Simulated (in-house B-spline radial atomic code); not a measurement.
# Ionising Ir III (Ir2+) with different functionals

Computed with a B-spline radial code for spherical atoms: four-component Dirac-Coulomb Hamiltonian, Fermi nucleus of rms radius 5.4032 fm, spin-restricted, spherical fractional occupations for the functionals. The ionisation energy is the difference of two self-consistent energies, [Xe] 4f14 5d7 → [Xe] 4f14 5d6, without Breit or QED terms; ε is the level of the shell that loses the electron (mean over j). The electron is taken from both j subshells in proportion to 2j + 1, so the result is a j average, not the step between ground levels.

Hybrids are left out here: with spherical fractional occupations of an open shell their exact exchange keeps a self-interaction that integer-occupation calculations don't have.

| method | rung | ΔSCF (eV) | -ε(5d) (eV) |
| --- | --- | --- | --- |
| LDA VWN5 | LDA | 30.85 | 24.71 |
| relativistic LDA | LDA | 30.86 | 24.72 |
| LDA PW92 | LDA | 30.84 | 24.71 |
| LDA exchange-only | LDA | 29.34 | 23.26 |
| PBE | GGA | 30.54 | 24.41 |
| PBEsol | GGA | 30.57 | 24.44 |
| BLYP | GGA | 30.44 | 24.32 |
| RPBE | GGA | 30.45 | 24.32 |
| PW91 | GGA | 30.62 | 24.49 |
| BP86 | GGA | 30.66 | 24.54 |
| AM05 | GGA | 30.56 | 24.43 |
| OLYP | GGA | 30.53 | 24.37 |

(1) How do they compare with the NIST value?

Results:

(1) NIST lists 28 eV ± 1.6 (tabulated theory, ground level to ground level). Errors run from +1.34 to +2.86 eV; all lie within about twice that uncertainty, so the table can't rank the methods.
